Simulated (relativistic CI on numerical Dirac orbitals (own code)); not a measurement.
## Fe4+ in a cubic cluster: 3s photoemission with charge transfer

Computed with a charge-transfer multiplet model of a cubic metal-ligand cluster with up to 2 ligand holes, Slater and spin-orbit integrals from Dirac-Coulomb-Breit ions, Slater integrals scaled by 0.8. The ground state mixes d4 with configurations of k ligand holes L, whose averages lie at kΔ + k(k − 1)U_dd/2; a core hole lowers each added d electron by U_cd. 300 K, Lorentzian 1.4 eV and Gaussian 0.8 eV FWHM.

Atomic integrals in eV (Slater integrals scaled, ζ unscaled), ground: F2dd 10.374, F4dd 6.521, zeta_d 0.064; with the core hole: F2dd 11.113, F4dd 7.017, zeta_d 0.072, G2cd 10.758.

Cluster parameters (eV): Δ = 0, U_dd = 5.3, U_cd = 6.5, 10Dq(ligand) = 0.3, V(eg) = 2.7, V(t2g) = -1.17, final-state hopping factor = 1.

```tsv
Case	n_d	d4	d5L	d6L2	S
10Dq = 0.45 eV	4.86	0.27	0.61	0.12	2.00
10Dq = 1.05 eV	4.83	0.28	0.60	0.12	2.00
10Dq = 1.65 eV	4.81	0.30	0.59	0.11	1.99
```

Weights, n_d and S are thermal averages at 300 K. Binding energies count from the first peak over 30 % of the highest in each spectrum, which can be another peak from case to case. The parameters are a model scan and need not match a compound or its usual spin state. Peaks in eV (height, largest 100):
- 10Dq = 0.45 eV: 0.0 (100), 11.5 (61), 21.2 (10)
- 10Dq = 1.05 eV: 0.0 (100), 11.5 (61), 21.2 (10)
- 10Dq = 1.65 eV: 0.0 (100), 11.4 (60), 21.3 (11)

Curve for 10Dq = 1.05 eV (points under 2 left out, the grid thinned):

(E (eV), Intensity): (-3.5, 4.9), (-2.9, 7.0), (-2.3, 10.8), (-1.6, 20.9), (-1.0, 43.1), (-0.4, 84.4), (0.3, 91.7), (0.9, 50.4), (1.5, 24.3), (2.1, 13.7), (2.7, 9.2), (3.4, 7.1), (4.0, 6.9), (4.6, 7.6), (5.3, 7.8), (5.9, 8.1), (6.5, 8.3), (7.1, 8.8), (7.7, 9.2), (8.4, 10.3), (9.0, 14.1), (9.6, 21.7), (10.3, 32.7), (10.9, 48.3), (11.5, 60.9), (12.1, 45.3), (12.7, 25.3), (13.4, 15.8), (14.0, 12.6), (14.6, 9.3), (15.3, 5.9), (15.9, 4.2), (16.5, 3.2), (17.1, 2.7), (17.7, 2.5), (18.4, 2.5), (19.0, 2.7), (19.6, 3.4), (20.3, 5.9), (20.9, 9.4), (21.5, 9.9), (22.1, 7.1), (22.7, 4.9), (23.4, 3.0), (24.0, 2.0)

For the case 10Dq = 1.05 eV, Δ = 0 eV is smaller than U_dd = 5.3 eV, the charge-transfer side of the Zaanen-Sawatzky-Allen scheme. With the core hole the average of the configuration with one ligand hole lies at Δ − U_cd = -6.5 eV before mixing: it lies below the unscreened one, so the lowest final states are mostly screened and the unscreened weight appears at higher binding energy as a satellite.

With at most 2 ligand holes the space is cut while the next configuration still counts, so covalency is underestimated, and a final configuration with one more ligand hole, which can lie low, is missing from the spectra.

Without intra-shell correlation the exchange splitting of the 3s hole comes out too large.
